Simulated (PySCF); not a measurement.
# Computed records: CH$_{5}$Ge$_{2}$N, CH$_{6}$BGeO, CH$_{5}$BGeN, CH$_{6}$GeN and others

Calculation on a computer-drawn molecule: the log of a Hartree-Fock and frozen-core CCSD(T) single point meant for a local Hartree-Fock minimum, with one planted fault or none, to be diagnosed. Offsets are logged minus clean, where the clean run is the same molecule without the fault. The reference is restricted for singlets and unrestricted otherwise, and also for a bond in bohr or an excited solution. Adding or removing an electron swaps singlet and doublet. The excited solution moves the top pair (singlet) or top alpha electron (doublet) to the lowest empty orbital. Highest occupied and lowest empty are orbital energies over both spins, largest force is the largest gradient component, triples share is (T) over the correlation energy, the T1 limit is 0.02 restricted and 0.045 unrestricted, electrons count all cores, a negative frequency is imaginary (commonest isotopes), and the dipole is about the centre of nuclear charge; on germanium a core potential holds 10 electrons, which the energies leave out, and 3d is frozen in MP2 and coupled-cluster steps. Program: PySCF 2.14.0.

Common to all runs: meant charge 0; meant basis and core potential on germanium cc-pVDZ-PP ECP10MDF; logged SCF converged yes; logged CC converged yes; logged SCF stable within its kind yes; possible faults no fault, one electron removed, one electron added, multiplicity raised by two, geometry at a saddle point, SCF held on an excited solution, minimal basis STO-3G, one bond length entered in bohr, all coordinates scaled.

(1) CH$_{5}$Ge$_{2}$N

Logged structure:
```xyz
9
CH5Ge2N
C     -1.2343     1.5844     0.6157
Ge     0.4039     0.9386     1.2599
N      0.9430    -0.5550     1.0327
Ge     1.7291    -2.0295     0.5917
H     -1.8385     1.8935     1.4216
H     -1.7237     0.8263     0.0770
H     -1.0687     2.4151    -0.0112
H      1.1696     1.9252     2.0447
H      1.2063    -2.8845     1.7698
```

| Property | Result |
| --- | --- |
| meant multiplicity | 1 |
| meant basis | cc-pVDZ |
| logged electrons | 82 |
| logged basis functions | 99 |
| logged spin squared | 0 |
| logged highest occupied | -7.5467 eV |
| logged lowest empty | 2.0893 eV |
| logged largest force | 0.036846 hartree/bohr |
| logged T1 diagnostic | 0.020765 |
| logged D1 diagnostic | 0.069804 |
| logged triples share | 0.035069 |
| logged dipole magnitude | 4.5357 debye |
| logged energy HF | -681.90869 hartree |
| logged energy CCSD(T) | -682.45174 hartree |
| planted fault | all coordinates scaled, by -3.5 % |
| HF energy offset from clean run | 7.943 kcal/mol |
| CCSD(T) energy offset from clean run | 14.24 kcal/mol |

Drawn bonds:
```csv
atom,other atom,order
1,2,1
2,3,2
3,4,1
1,5,1
1,6,1
1,7,1
2,8,1
4,9,1
```

Notes: T1 above single-reference limit.

(2) CH$_{6}$BGeO

Logged structure:
```xyz
10
CH6BGeO
C      0.7206    -1.7225    -2.5761
Ge     0.1026    -0.4031    -1.2489
B     -1.2254     1.0679    -1.8679
O     -2.0421     1.7374    -1.0300
H      0.9678    -1.2214    -3.5132
H     -0.0577    -2.4640    -2.7697
H      1.6086    -2.2396    -2.2099
H     -0.2398    -1.1041     0.0831
H     -1.2417     1.4118    -3.0187
H     -2.0175     1.4518    -0.1292
```

| Quantity | Value |
| --- | --- |
| meant multiplicity | 2 |
| meant basis | cc-pVDZ |
| logged electrons | 58 |
| logged basis functions | 95 |
| logged spin squared | 0 |
| logged highest occupied | -0.33655 eV |
| logged lowest empty | 8.5286 eV |
| logged largest force | 0.052275 hartree/bohr |
| logged T1 diagnostic | 0.016207 |
| logged D1 diagnostic | 0.0672 |
| logged triples share | 0.028819 |
| logged dipole magnitude | 1.2816 debye |
| logged energy HF | -434.28808 hartree |
| logged energy CCSD(T) | -434.88034 hartree |
| planted fault | one electron added |
| HF energy offset from clean run | 11.58 kcal/mol |
| CCSD(T) energy offset from clean run | -8.309 kcal/mol |

Drawn bonds:
```csv
atom,other atom,order
1,2,1
2,3,1
3,4,1
1,5,1
1,6,1
1,7,1
2,8,1
3,9,1
4,10,1
```

(3) CH$_{5}$BGeN

Logged structure:
```xyz
9
CH5BGeN
C      0.7567    -1.3348     3.0542
Ge     0.3855    -2.0588     1.2622
B      0.2363    -0.6076    -0.1742
N      0.1999     0.2486    -1.0564
H     -0.0805    -0.7189     3.3898
H      1.6588    -0.7225     3.0326
H      0.8994    -2.1516     3.7626
H     -0.8617    -2.9532     1.2629
H      0.1605     0.9336    -1.7636
```

| Item | Value |
| --- | --- |
| meant multiplicity | 2 |
| meant basis | cc-pVDZ |
| logged electrons | 56 |
| logged basis functions | 90 |
| logged spin squared | 0 |
| logged highest occupied | -0.62221 eV |
| logged lowest empty | 8.573 eV |
| logged largest force | 0.042519 hartree/bohr |
| logged T1 diagnostic | 0.0143 |
| logged D1 diagnostic | 0.040125 |
| logged triples share | 0.033509 |
| logged dipole magnitude | 2.174 debye |
| logged energy HF | -413.27158 hartree |
| logged energy CCSD(T) | -413.82304 hartree |
| planted fault | one electron added |
| HF energy offset from clean run | 6.72 kcal/mol |
| CCSD(T) energy offset from clean run | -9.189 kcal/mol |

Drawn bonds:
```csv
atom,other atom,order
1,2,1
2,3,1
3,4,2
1,5,1
1,6,1
1,7,1
2,8,1
4,9,1
```

(4) CH$_{6}$GeN

Logged structure:
```xyz
9
CH6GeN
C     -0.5672    -4.1801     0.1960
Ge    -1.7698    -2.8736    -0.6549
N     -1.8356    -1.3842     0.4406
H      0.4049    -3.7146     0.3748
H     -0.4332    -5.0485    -0.4514
H     -0.9773    -4.5173     1.1498
H     -1.1894    -2.3868    -2.0022
H     -2.1959    -1.5571     1.3641
H     -2.3390    -0.6025     0.0564
```

| Property | Result |
| --- | --- |
| meant multiplicity | 2 |
| meant basis | cc-pVDZ |
| logged electrons | 52 |
| logged basis functions | 81 |
| logged spin squared | 0 |
| logged highest occupied | 0.16626 eV |
| logged lowest empty | 9.4985 eV |
| logged largest force | 0.082812 hartree/bohr |
| logged T1 diagnostic | 0.010439 |
| logged D1 diagnostic | 0.029226 |
| logged triples share | 0.025677 |
| logged dipole magnitude | 2.0238 debye |
| logged energy HF | -389.13207 hartree |
| logged energy CCSD(T) | -389.61458 hartree |
| planted fault | one electron added |
| HF energy offset from clean run | 24.54 kcal/mol |
| CCSD(T) energy offset from clean run | 9.318 kcal/mol |

Drawn bonds:
```csv
atom,other atom,order
1,2,1
2,3,1
1,4,1
1,5,1
1,6,1
2,7,1
3,8,1
3,9,1
```

Notes: highest electron not bound in this basis.

(5) CH$_{6}$GeN$_{2}$

Logged structure:
```xyz
10
CH6GeN2
C      0.4360     0.2553    -1.2123
Ge     0.2301     0.1844     0.8661
N      1.1558    -0.6334     2.1879
N     -1.3288     1.2033     1.3616
H     -0.5576    -0.1075    -1.7178
H      0.6455     1.3582    -1.5523
H      1.3200    -0.4263    -1.5631
H      1.9737    -1.2348     1.8050
H     -1.6968     1.9929     0.7308
H     -1.4811     1.4180     2.4059
```

| Quantity | Value |
| --- | --- |
| meant multiplicity | 1 |
| meant basis | cc-pVDZ |
| logged electrons | 58 |
| logged basis functions | 95 |
| logged spin squared | 0 |
| logged highest occupied | -8.8848 eV |
| logged lowest empty | 2.6466 eV |
| logged largest force | 0.058964 hartree/bohr |
| logged T1 diagnostic | 0.022096 |
| logged D1 diagnostic | 0.091051 |
| logged triples share | 0.037466 |
| logged dipole magnitude | 4.281 debye |
| logged energy HF | -443.55822 hartree |
| logged energy CCSD(T) | -444.22447 hartree |
| planted fault | all coordinates scaled, by +7.4 % |
| HF energy offset from clean run | 30.13 kcal/mol |
| CCSD(T) energy offset from clean run | 14.39 kcal/mol |

Drawn bonds:
```csv
atom,other atom,order
1,2,1
2,3,2
2,4,1
1,5,1
1,6,1
1,7,1
3,8,1
4,9,1
4,10,1
```

Notes: T1 above single-reference limit.

(6) CH$_{7}$GeNSi

Logged structure:
```xyz
11
CH7GeNSi
C      0.2011     1.8622    -1.1192
Ge    -1.3247     0.6859    -0.7509
N     -2.6659     0.4356    -1.7474
Si    -1.2908    -0.5233     1.3207
H      0.0792     2.3556    -2.0842
H      0.2831     2.6199    -0.3366
H      1.1251     1.2795    -1.1282
H     -2.6360     0.9657    -2.6085
H     -2.5104    -1.3473     1.4220
H     -1.2235     0.4363     2.4478
H     -0.0845    -1.3827     1.3676
```

| Property | Result |
| --- | --- |
| meant multiplicity | 1 |
| meant basis | cc-pV(D+d)Z |
| logged electrons | 67 |
| logged basis functions | 109 |
| logged spin squared | 0.779 |
| logged highest occupied | 0.40608 eV |
| logged lowest empty | 8.3027 eV |
| logged largest force | 0.048252 hartree/bohr |
| logged T1 diagnostic | 0.016268 |
| logged D1 diagnostic | 0.055817 |
| logged triples share | 0.031657 |
| logged dipole magnitude | 3.6407 debye |
| logged energy HF | -678.61305 hartree |
| logged energy CCSD(T) | -679.20664 hartree |
| planted fault | one electron added |
| HF energy offset from clean run | 26.61 kcal/mol |
| CCSD(T) energy offset from clean run | 24.75 kcal/mol |

Drawn bonds:
```csv
atom,other atom,order
1,2,1
2,3,2
2,4,1
1,5,1
1,6,1
1,7,1
3,8,1
4,9,1
4,10,1
4,11,1
```

Notes: highest electron not bound in this basis.

(7) CH$_{4}$AlGeN

Logged structure:
```xyz
8
CH4AlGeN
C      0.6906    -1.2063     1.7053
Ge    -0.4887    -1.0876     0.2590
Al     0.4231     0.9567    -0.6744
N      0.9423     2.2126    -1.2925
H      0.6118    -0.3862     2.3052
H      0.4812    -2.0361     2.2531
H      1.6576    -1.2546     1.3879
H      1.2706     2.9894    -1.6673
```

| Item | Value |
| --- | --- |
| meant multiplicity | 1 |
| meant basis | cc-pV(D+d)Z |
| logged electrons | 62 |
| logged basis functions | 94 |
| logged spin squared | 0 |
| logged highest occupied | -8.5047 eV |
| logged lowest empty | -0.3383 eV |
| logged largest force | 0.097698 hartree/bohr |
| logged T1 diagnostic | 0.024158 |
| logged D1 diagnostic | 0.080539 |
| logged triples share | 0.035116 |
| logged dipole magnitude | 3.7013 debye |
| logged energy HF | -629.8344 hartree |
| logged energy CCSD(T) | -630.33388 hartree |
| planted fault | all coordinates scaled, by -6.9 % |
| HF energy offset from clean run | 27.37 kcal/mol |
| CCSD(T) energy offset from clean run | 36.76 kcal/mol |

Drawn bonds:
```csv
atom,other atom,order
1,2,1
2,3,1
3,4,2
1,5,1
1,6,1
1,7,1
4,8,1
```

Notes: T1 above single-reference limit.

(8) CH$_{5}$BGeO

Logged structure:
```xyz
9
CH5BGeO
C     -0.1845     0.9339    -1.1809
Ge     0.3871     0.5813     0.7195
B     -1.5705     0.1300     1.4534
O     -2.1437    -1.0739     1.6870
H     -0.5118    -0.0081    -1.6379
H     -1.0337     1.6233    -1.2235
H      0.6340     1.3407    -1.7762
H     -2.2650     1.0773     1.7493
H     -1.6090    -1.8235     1.4780
```

| Quantity | Value |
| --- | --- |
| meant multiplicity | 1 |
| meant basis | cc-pVDZ |
| logged electrons | 56 |
| logged basis functions | 90 |
| logged spin squared | 0 |
| logged highest occupied | -7.9474 eV |
| logged lowest empty | 0.64494 eV |
| logged largest force | 1.166e-05 hartree/bohr |
| logged lowest frequency | 74.115 cm⁻¹ |
| logged T1 diagnostic | 0.015177 |
| logged D1 diagnostic | 0.052549 |
| logged triples share | 0.02744 |
| logged dipole magnitude | 1.5106 debye |
| logged energy HF | -433.70894 hartree |
| logged energy CCSD(T) | -434.26312 hartree |
| planted fault | no fault |
| HF energy offset from clean run | 0 kcal/mol |
| CCSD(T) energy offset from clean run | 0 kcal/mol |

Drawn bonds:
```csv
atom,other atom,order
1,2,1
2,3,1
3,4,1
1,5,1
1,6,1
1,7,1
3,8,1
4,9,1
```
